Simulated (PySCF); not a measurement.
**HoH3(NH3) at several levels of theory**

Computed with PySCF 2.14.0 (density fitting, no spin-orbit coupling) at the geometry relaxed with PBE0:

```xyz
8
HoH3(NH3) (singlet in the valence; each metal's 4f electrons, 10 of them, lie in its core potential, out of spins and levels)
Ho    0.2278   -0.2278    0.2278
H     1.1781    1.2853    1.1781
H    -1.2853   -1.1781    1.1781
H     1.1781   -1.1781   -1.2853
N    -1.1971    1.1971   -1.1971
H    -1.8068    1.8068   -0.6474
H    -0.6474    1.8068   -1.8068
H    -1.8068    0.6474   -1.8068
```

| level | basis | state | HOMO (eV) | gap (eV) | charge on Ho1 (e) | population of f-type functions on Ho1 (polarisation alone where 4f lies in the core) | dipole about the centre of mass (D) | largest force component (eV/Å) |
| --- | --- | --- | --- | --- | --- | --- | --- | --- |
| PBE0 | Ho lcecp-1-SVP with ECP56, H def2-SVP, N def2-SVP | singlet | -6.26 | 5.93 | 0.53 | 0.02 | 5.47 | 0.00 |
| PBE0 | Ho lcecp-1-TZVP with ECP56, H def2-TZVP, N def2-TZVP | singlet | -6.30 | 5.72 | 0.71 | 0.02 | 5.35 | 0.20 |

In the lcecp rows the 4f levels are missing from HOMO and gap, and the state counts the valence alone.

Charges are Mulliken's, which hang on the basis. The relaxation used the grid (50, 194), these runs (75, 302) or, all-electron (x2c bases, spin-free X2C Hamiltonian), (99, 590).

A further run in the first row's basis gives HOMO (eV) -8.75, gap (eV) 10.16, charge on Ho1 (e) 0.50, population of f-type functions on Ho1 (polarisation alone where 4f lies in the core) 0.02, dipole about the centre of mass (D) 5.51, largest force component (eV/Å) 0.08. Which level was it?
A. HF
B. wB97X

B. The others give HOMO -9.27 eV (HF).

In the first row's basis the gap widens with exact exchange: 5.9 eV for PBE0 (a fixed share); 10.2 to 11.2 eV for wB97X, Hartree–Fock (rising or full at long range).

An lcecp potential fixes the number of 4f electrons, so in runs with it no electron can move into or out of that shell.
